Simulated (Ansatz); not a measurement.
Ansatz (an electronic-structure program) input:

Ansatz 0.2 input:
```yaml
crystal:
  periodic: [false, false, false]
  atoms:
    - {symbol: Si, position_ang: [-0.18985838, -0.01343979, 0.49231808]}
    - {symbol: Cl, position_ang: [-1.21372517, -1.38033563, -0.59345866]}
    - {symbol: Cl, position_ang: [-0.55973680, 1.85430999, -0.19350037]}
    - {symbol: Br, position_ang: [1.98747491, -0.43152641, 0.31518449]}
basis:
  gaussian:
    orbitals: def2-TZVP
hamiltonian:
  xc: b3lyp
  dispersion: d3bj
magnetization: {spin_polarized: true, initial_magnetization: 1}
relax: {f_tol: 0.002, max_steps: 150}
```

Question: What final total energy does it print?

Answer: -3784.27761 Eh (B3LYP-D3(BJ)/def2-TZVP). The basis has 159 functions.

It need not be the lowest isomer of its formula.
